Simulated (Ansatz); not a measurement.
Two isomers of CH6ClNSSi: A = `CS[SiH](N)Cl`, B = `N[SiH](S)CCl`.

Gas-phase electronic energies from Ansatz, PBE0-D4/def2-TZVP geometries. CCSD(T)/CBS is the MP2 limit (def2-TZVPP, def2-QZVPP) plus CCSD(T) − MP2 in def2-TZVPP, frozen cores. DFT in def2-TZVPP. B3LYP here is the variant with VWN-RPA as its local correlation; programs differ in this. Each species was taken in one conformer, which may not be the lowest.

Task: Which isomer does CCSD(T)/CBS put lower? Give the gap. (Best estimate.)

Result: Computed: A, by 118.8 kJ/mol.

Task: Give E(B) − E(A) in kJ/mol with B3LYP-D4, B2PLYP, CCSD/def2-TZVPP, CCSD(T)/def2-TZVPP, PBE0-D4, HF/def2-TZVPP, PBE-D4. (Best estimate.)

Result: Ansatz gave: B3LYP-D4 118.2, B2PLYP 119.7, CCSD/def2-TZVPP 116.5, CCSD(T)/def2-TZVPP 115.5, PBE0-D4 118.8, HF/def2-TZVPP 125.8, PBE-D4 115.0. None reverses the order clearly.

Largest T1 diagnostic: 0.010.

From PBE to PBE0 (25 % exact exchange), in def2-TZVPP and without D4, E(B) − E(A) moves by +3.8 kJ/mol. In def2-TZVPP, CCSD(T) changes the Hartree–Fock value by −10.4 kJ/mol (the triples alone add −1.0 kJ/mol) and MP2 by −3.8 kJ/mol.
